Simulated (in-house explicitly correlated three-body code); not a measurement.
Computed with an exponentially correlated three-body code. Model: two electrons around a point charge, non-relativistic, variational in 260 exponentially correlated functions (energies converged to about 1e-7 hartree, or 1e-8 relative for large Z).

Command:
```bash
python run_hyl.py task.json out
```
Settings (lengths in bohr, energies in hartree):
```
Z                      4
nuclear_mass           1000
interaction_strength   1
functions              260
states_tried           13
```

Run time, properties included: 67 s on 1 thread of Arm Neoverse N1, with other jobs on the host.

**Those bound S and P states to n = 4 that converged, binding against the one-electron ion.**

Given: nuclear charge 4; mass of the centre 1000 electron masses.

Computed: one-electron threshold -7.99200799 hartree.

| term | energy (hartree) | binding (eV) |
| --- | --- | --- |
| 1 1S | -13.6415071 | 153.73 |
| 2 3S | ? | ? |
| 2 1S | -9.17566544 | 32.209 |
| 2 3P | -9.16651367 | 31.96 |
| 2 1P | -9.10105119 | 30.179 |
| 3 3S | -8.53842601 | 14.869 |
| 3 1S | -8.50879412 | 14.062 |
| 3 3P | -8.50627279 | 13.994 |
| 3 1P | -8.48730937 | 13.478 |
| 4 3S | -8.29216026 | 8.1676 |
| 4 1S | -8.28021041 | 7.8424 |
| 4 3P | ? | ? |
| 4 1P | -8.2712476 | 7.5985 |

Problem. What belongs in the row 2 3S?

Solution. energy (hartree): -9.28785101; binding (eV): 35.262.

Problem. What belongs in the row 4 3P?

Solution. energy (hartree): -8.2791536; binding (eV): 7.8136.

**Converged states only, values per electron or pair.**

```json
{"term": "1 1S", "mean r (bohr)": "0.41471", "mean r squared (bohr²)": "0.23255", "mean inverse r (1/bohr)": "3.684", "mean r12 (bohr)": "0.61927", "mean inverse r12 (1/bohr)": "2.189", "mean cosine": "-0.032564", "mean p1 dot p2 (bohr⁻²)": "0.41471", "delta r1 (bohr⁻³)": "17.146", "delta r12 (bohr⁻³)": "1.519"}
{"term": "2 3S", "mean r (bohr)": "1.0648", "mean r squared (bohr²)": "1.8856", "mean inverse r (1/bohr)": "2.4034", "mean r12 (bohr)": "1.8123", "mean inverse r12 (1/bohr)": "0.65154", "mean cosine": "-0.0099666", "mean p1 dot p2 (bohr⁻²)": "0.027329", "delta r1 (bohr⁻³)": "10.93", "delta r12 (bohr⁻³)": "-"}
{"term": "2 1S", "mean r (bohr)": "1.1409", "mean r squared (bohr²)": "2.2123", "mean inverse r (1/bohr)": "2.382", "mean r12 (bohr)": "1.95", "mean inverse r12 (1/bohr)": "0.70469", "mean cosine": "-0.013004", "mean p1 dot p2 (bohr⁻²)": "0.031584", "delta r1 (bohr⁻³)": "10.829", "delta r12 (bohr⁻³)": "0.21344"}
{"term": "2 3P", "mean r (bohr)": "?", "mean r squared (bohr²)": "?", "mean inverse r (1/bohr)": "?", "mean r12 (bohr)": "?", "mean inverse r12 (1/bohr)": "?", "mean cosine": "?", "mean p1 dot p2 (bohr⁻²)": "?", "delta r1 (bohr⁻³)": "?", "delta r12 (bohr⁻³)": "-"}
{"term": "2 1P", "mean r (bohr)": "?", "mean r squared (bohr²)": "?", "mean inverse r (1/bohr)": "?", "mean r12 (bohr)": "?", "mean inverse r12 (1/bohr)": "?", "mean cosine": "?", "mean p1 dot p2 (bohr⁻²)": "?", "delta r1 (bohr⁻³)": "?", "delta r12 (bohr⁻³)": "?"}
{"term": "3 3S", "mean r (bohr)": "2.252", "mean r squared (bohr²)": "9.7695", "mean inverse r (1/bohr)": "2.1731", "mean r12 (bohr)": "4.1525", "mean inverse r12 (1/bohr)": "0.30788", "mean cosine": "-0.0030777", "mean p1 dot p2 (bohr⁻²)": "0.0073215", "delta r1 (bohr⁻³)": "10.37", "delta r12 (bohr⁻³)": "-"}
{"term": "3 1S", "mean r (bohr)": "2.3654", "mean r squared (bohr²)": "10.87", "mean inverse r (1/bohr)": "2.1674", "mean r12 (bohr)": "4.3757", "mean inverse r12 (1/bohr)": "0.32154", "mean cosine": "-0.0040861", "mean p1 dot p2 (bohr⁻²)": "0.0091493", "delta r1 (bohr⁻³)": "10.349", "delta r12 (bohr⁻³)": "0.062668"}
{"term": "3 3P", "mean r (bohr)": "2.2087", "mean r squared (bohr²)": "9.5137", "mean inverse r (1/bohr)": "2.1678", "mean r12 (bohr)": "4.0702", "mean inverse r12 (1/bohr)": "0.32991", "mean cosine": "-0.015987", "mean p1 dot p2 (bohr⁻²)": "-0.17497", "delta r1 (bohr⁻³)": "10.12", "delta r12 (bohr⁻³)": "-"}
{"term": "3 1P", "mean r (bohr)": "2.2915", "mean r squared (bohr²)": "10.291", "mean inverse r (1/bohr)": "2.1634", "mean r12 (bohr)": "4.2258", "mean inverse r12 (1/bohr)": "0.33253", "mean cosine": "0.0061152", "mean p1 dot p2 (bohr⁻²)": "0.1723", "delta r1 (bohr⁻³)": "10.161", "delta r12 (bohr⁻³)": "0.013759"}
{"term": "4 3S", "mean r (bohr)": "3.9397", "mean r squared (bohr²)": "31.764", "mean inverse r (1/bohr)": "2.0952", "mean r12 (bohr)": "7.5171", "mean inverse r12 (1/bohr)": "0.17735", "mean cosine": "-0.0012896", "mean p1 dot p2 (bohr⁻²)": "0.0028538", "delta r1 (bohr⁻³)": "10.242", "delta r12 (bohr⁻³)": "-"}
{"term": "4 1S", "mean r (bohr)": "4.0915", "mean r squared (bohr²)": "34.391", "mean inverse r (1/bohr)": "2.0929", "mean r12 (bohr)": "7.8192", "mean inverse r12 (1/bohr)": "0.18272", "mean cosine": "-0.0017383", "mean p1 dot p2 (bohr⁻²)": "0.0037219", "delta r1 (bohr⁻³)": "10.236", "delta r12 (bohr⁻³)": "0.026188"}
{"term": "4 3P", "mean r (bohr)": "3.939", "mean r squared (bohr²)": "32.028", "mean inverse r (1/bohr)": "2.093", "mean r12 (bohr)": "7.5173", "mean inverse r12 (1/bohr)": "0.18594", "mean cosine": "-0.0064072", "mean p1 dot p2 (bohr⁻²)": "-0.069258", "delta r1 (bohr⁻³)": "10.141", "delta r12 (bohr⁻³)": "-"}
{"term": "4 1P", "mean r (bohr)": "4.0489", "mean r squared (bohr²)": "33.916", "mean inverse r (1/bohr)": "2.0912", "mean r12 (bohr)": "7.7331", "mean inverse r12 (1/bohr)": "0.18724", "mean cosine": "0.0024819", "mean p1 dot p2 (bohr⁻²)": "0.070953", "delta r1 (bohr⁻³)": "10.157", "delta r12 (bohr⁻³)": "0.006033"}
```

Problem. What belongs in the row 2 3P?

Solution. mean r (bohr): 0.97835; mean r squared (bohr²): 1.6008; mean inverse r (1/bohr): 2.3843; mean r12 (bohr): 1.6577; mean inverse r12 (1/bohr): 0.74119; mean cosine: -0.062025; mean p1 dot p2 (bohr⁻²): -0.7079; delta r1 (bohr⁻³): 10.017.

Problem. What belongs in the row 2 1P?

Solution. mean r (bohr): 1.0354; mean r squared (bohr²): 1.8163; mean inverse r (1/bohr): 2.3683; mean r12 (bohr): 1.7313; mean inverse r12 (1/bohr): 0.74458; mean cosine: 0.022957; mean p1 dot p2 (bohr⁻²): 0.61724; delta r1 (bohr⁻³): 10.181; delta r12 (bohr⁻³): 0.041006.
